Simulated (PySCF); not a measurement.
Compound: C₄H₇Si (doublet state).
Bonds: C1–C2 (triple), C2–Si3, Si3–C4, Si3–C5. Hydrogens: H6 on C1; H7, H8, H9 on C4; H10, H11, H12 on C5.

Identity: `C[Si](C#C)C` [radical].

Method: PySCF, UKS B3LYP, pcH-1 on C H Si, non-relativistic, mean-field spin-orbit, GIAO. Geometry: GFN2-xTB; no solvent, vibrations or thermal averaging. A GFN2-xTB geometry isn't a minimum of the functional, and hyperfine couplings can be far from their values at a DFT geometry, by a factor of two or more for some ions and for spin on atoms past the first row. Stability of the SCF solution: not tested.

Principal values of hyperfine tensors in MHz (contact, dipolar and spin–orbit terms together), for some of the nuclei:

| atom | isotope | A1 | A2 | A3 | alike by the symmetry of this geometry |
| --- | --- | --- | --- | --- | --- |
| Si3 | 29Si | -662.32 | -418.89 | -418.32 | none |
| H12 | 1H | 52.51 | 56.47 | 60.14 | none |
| C5 | 13C | 24.65 | 25.00 | 36.80 | C4 |
| C2 | 13C | 10.96 | 19.83 | 30.81 | none |
| C1 | 13C | 1.47 | 3.45 | 40.46 | none |
| H6 | 1H | -19.66 | -13.66 | -5.15 | none |
| H10 | 1H | -1.15 | 0.59 | 9.67 | none |
| H8 | 1H | -1.55 | 0.18 | 9.38 | none |

(1) Give the isotropic coupling of each nucleus in MHz and in mT (g = 2.0030), and the anisotropic part.

(2) What spin density at the nucleus of C5 lies behind its contact coupling (g_N = 1.40482)?

(3) H7 (1H, g_N = 5.58569) isn't in the table. Its spin density at the nucleus is 0.01266 bohr⁻³. What is its contact coupling?

(4) Name the largest traceless tensor T of the table and describe it.

## Answers

(1) a_iso is a third of the trace, T = A − a_iso, and a(mT) = a(MHz)/(g × 13.996). The tensors hold a spin–orbit part: the run splits a_iso into a_FC + a_SO, and T includes its anisotropic share.

```json
{"atom": "Si3", "a_iso (MHz)": "-499.84", "a_FC": "-500.88", "a_SO": "1.04", "a_iso (mT)": "-17.829", "T1": "-162.48", "T2": "80.95", "T3": "81.53"}
{"atom": "H12", "a_iso (MHz)": "56.37", "a_FC": "56.37", "a_SO": "0.00", "a_iso (mT)": "2.011", "T1": "-3.86", "T2": "0.10", "T3": "3.76"}
{"atom": "C5", "a_iso (MHz)": "28.81", "a_FC": "28.79", "a_SO": "0.02", "a_iso (mT)": "1.028", "T1": "-4.17", "T2": "-3.82", "T3": "7.98"}
{"atom": "C2", "a_iso (MHz)": "20.53", "a_FC": "20.52", "a_SO": "0.02", "a_iso (mT)": "0.732", "T1": "-9.58", "T2": "-0.70", "T3": "10.28"}
{"atom": "C1", "a_iso (MHz)": "15.13", "a_FC": "15.19", "a_SO": "-0.07", "a_iso (mT)": "0.540", "T1": "-13.66", "T2": "-11.67", "T3": "25.33"}
{"atom": "H6", "a_iso (MHz)": "-12.82", "a_FC": "-12.82", "a_SO": "0.00", "a_iso (mT)": "-0.457", "T1": "-6.83", "T2": "-0.84", "T3": "7.67"}
{"atom": "H10", "a_iso (MHz)": "3.04", "a_FC": "3.03", "a_SO": "0.00", "a_iso (mT)": "0.108", "T1": "-4.19", "T2": "-2.45", "T3": "6.64"}
{"atom": "H8", "a_iso (MHz)": "2.67", "a_FC": "2.67", "a_SO": "0.00", "a_iso (mT)": "0.095", "T1": "-4.22", "T2": "-2.49", "T3": "6.71"}
```

(2) a_FC = (2μ0/3) gₑ μB g_N μN ρ(0)/(2S·h) = 800.24 MHz × g_N × ρ(0)/(2S), with ρ in bohr⁻³. With a_FC = 28.79 MHz and 2S = 1, ρ(0) = 0.02561 bohr⁻³.

(3) By the same relation, a_FC = 56.6 MHz. Its full tensor has the principal values 52.70, 56.70, 60.35 MHz.

(4) Si3: -162.5, 81.0, 81.5 MHz (the dipolar term alone has -161.5, 80.6, 80.9), axial, in the ratio +1:+1:−2, the form that spin in one p orbital centred on that nucleus gives (the nuclear moment is negative).

Hardware: Arm Neoverse V1, one thread, shared host. Cost: 35 s of wall time (grids of density and orbitals included), 0.69 GiB resident at most.
